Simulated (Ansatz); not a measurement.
System: sum formula H₂BO₃ (charge 0, doublet). It need not be the lowest isomer of its formula. 
Coordinates optimised at B3LYP-D3(BJ)/def2-TZVP (Ansatz, a program for electronic structure):
```
B
O 1 1.3667
H 2 0.9606 1 116.04
O 1 1.3667 2 128.26 3 8.79
H 4 0.9606 1 116.04 2 8.79
O 1 1.3782 2 115.87 3 -171.21
```
Charge 0, spin multiplicity 2.

Total electronic energies in hartree. Cores are frozen in the correlated levels unless marked. UHF or UKS for open shells. Spin-orbit coupling is left out. Non-relativistic. CBS(X,Y): correlation extrapolated as X^-3; Hartree-Fock from the larger set. The bracket is a focal-point correction in the basis named.

```json
[
 {"level": "HF/6-31G", "program": "Ansatz", "energy (Eh)": "-250.43805"},
 {"level": "revPBE-D4/def2-TZVPD", "program": "Ansatz + dftd4", "energy (Eh)": "-251.83228"},
 {"level": "B3LYP-D4/def2-TZVPD", "program": "Ansatz + dftd4", "energy (Eh)": "-251.91797"},
 {"level": "LC-wPBE/def2-TZVPD", "program": "Ansatz", "energy (Eh)": "-251.75220"},
 {"level": "wB97X/def2-TZVPD", "program": "Ansatz", "energy (Eh)": "-251.84092"},
 {"level": "B2PLYP-D3(BJ)/def2-TZVPD", "program": "Ansatz + dftd3", "energy (Eh)": "-251.74441"},
 {"level": "RI-MP2/cc-pVTZ", "program": "Ansatz", "energy (Eh)": "-251.40849"},
 {"level": "CCSD(T)/6-31G*", "program": "Ansatz", "energy (Eh)": "-251.13707"},
 {"level": "RI-MP2/CBS(cc-pVTZ,cc-pVQZ)+[CCSD(T)-MP2]/cc-pVTZ", "program": "Ansatz", "energy (Eh)": "-251.5791"}
]
```

Totals of different functionals don't rank their quality; only differences between species are comparable.
